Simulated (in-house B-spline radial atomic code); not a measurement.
## S²⁺: [Ne] 3s2 3p2

Method: non-relativistic OLYP, spin-polarised, spherical fractional occupations, point nucleus. Calculated with an all-electron radial atomic-structure program (B-spline basis).

Z_r = [3n² - l(l+1)]/(2<r>); Z_e = n√(-2ε); the last column is Slater's effective charge. Values are occupation-weighted means over spin.

```tsv
shell	electrons	ε (eV)	<r> (bohr)	Z_r	Z_e	Slater
1s	2	-2423.7	0.09729	15.42	13.35	15.70
2s	2	-236.86	0.4793	12.52	8.34	11.85
2p	6	-182.82	0.4412	11.33	7.33	11.85
3s	2	-38.837	1.586	8.51	5.07	6.15
3p	2	-28.997	1.749	7.15	4.38	6.15
```

The least bound orbital is 3p up at -29 eV, and it is also the most diffuse (<r> = 1.749 bohr).
